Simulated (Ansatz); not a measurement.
Species: C₂H₇O₂Si (charge 0, doublet). It need not be the lowest isomer of its formula. SMILES: O([CH2])[SiH2]OC
Coordinates optimised at B3LYP-D3(BJ)/def2-TZVP (Ansatz, a first-principles code):
```xyz
12

Si    -0.1683     0.8666     0.2755
O     -1.2624    -0.0156    -0.6056
C     -1.8627    -1.1641    -0.2044
O      1.1771     0.0107     0.6301
C      2.0585    -0.5446    -0.3382
H     -0.7444     1.2365     1.5811
H      0.1293     2.0173    -0.5985
H     -2.6312    -1.5420    -0.8608
H     -1.7834    -1.4709     0.8308
H      1.5915    -1.3920    -0.8454
H      2.3491     0.2000    -1.0855
H      2.9526    -0.8894     0.1797
```
Charge 0, spin multiplicity 2.

Quantity: atomisation energy (electronic, to ground-state atoms), in kcal/mol. Valence correlation only, unless marked. Open shells are spin-unrestricted. No spin-orbit coupling. Non-relativistic. The coupled-cluster limit lacks core correlation, which all-electron functionals hold. CBS(X,Y): correlation extrapolated as X^-3; Hartree-Fock from the larger set.

| level | program | atomisation energy (kcal/mol) | minus last row |
|---|---|---|---|
| HF/cc-pV(D+d)Z | Ansatz | 753.9 | -312.7 |
| r2SCAN0-D4/def2-TZVPD | Ansatz + dftd4 | 1051.7 | -14.9 |
| wB97M-V/def2-TZVPD | Ansatz | 1066.4 | -0.2 |
| B2GP-PLYP-D3(BJ)/def2-TZVPD | Ansatz + dftd3 | 1052.7 | -13.9 |
| MP2/cc-pV(T+d)Z | Ansatz | 1053.2 | -13.4 |
| RI-MP2/cc-pV(Q+d)Z | Ansatz | 1071.7 | 5.1 |
| SCS-MP2/6-31G* | Ansatz | 963.0 | -103.6 |
| CCSD/STO-3G | Ansatz | 1019.1 | -47.5 |
| CCSD/CBS(cc-pV(T+d)Z,cc-pV(Q+d)Z) | Ansatz | 1050.7 | -15.9 |
| CCSD(T)/CBS(cc-pV(T+d)Z,cc-pV(Q+d)Z) | Ansatz | 1066.6 | 0.0 |
